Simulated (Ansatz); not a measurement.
**Match the barriers**

Saddle point of SiN$_{2}$H$_{8}$O, singlet (SiNH₅O ([NH2][SiH2][OH]) + NH₃ → SiN₂H₆ ([NH2][SiH2][NH2]) + H₂O; bonds formed: Si1–N7, O2–H6; bonds broken: Si1–O2, H6–N7), PBE0-D4/def2-TZVP structure:

```tsv
atom	x (Å)	y (Å)	z (Å)
Si1	0.4609	-0.4748	0.0721
O2	-1.4755	-0.1619	-0.4926
H3	0.4679	-1.5980	-0.9119
H4	1.9316	-0.4424	0.4402
N5	-0.1419	-0.4611	1.6607
H6	-0.7691	0.7726	-0.9771
N7	0.4021	1.1280	-0.8935
H8	-1.7841	-0.8117	-1.1270
H9	0.4665	-0.5380	2.4558
H10	-1.1244	-0.5048	1.8654
H11	0.9528	1.1372	-1.7427
H12	0.6133	1.9551	-0.3494
```

Computed with Ansatz 0.2.0 (basis: def2-TZVPP, with def2-QZVPP for the basis limit); correlated methods freeze the cores. B3LYP uses VWN-RPA correlation. Extrapolation: Hartree–Fock as exp(−7.88 √X), correlation as X^−2.97. Four methods, as single points on the PBE0-D4 structures, gave these electronic barriers from the start structure: 17.66, 30.98, 32.76, 47.30 kcal/mol.

(1) The methods were, in alphabetical order, B3LYP-D4, HF, MP2, SPW92. Which gave which? (A judgement: the text doesn't fix the answer.)

No T1 diagnostic of these runs exceeds 0.011.

Answers

(1) Computed: SPW92 17.66; MP2 30.98; B3LYP-D4 32.76; HF 47.30 kcal/mol. For comparison, CCSD(T) at an estimated basis limit (MP2 extrapolated from triple and quadruple zeta, plus CCSD(T) − MP2 in triple zeta) gives 32.55 kcal/mol.

Labels in which every atom is bracketed show which atoms are joined, not bond orders.

For scale, one of the runs: CCSD(T)/def2-TZVPP, 247 basis functions, launched by `ansatz run in.yaml --threads 4 --pin off --events-out ev --progress --plain --max-ram 9574MiB`. Hardware: 4 CPU threads of an Arm Neoverse V1, shared host. Wall time 2.5 min; peak host memory 5.2 GiB.
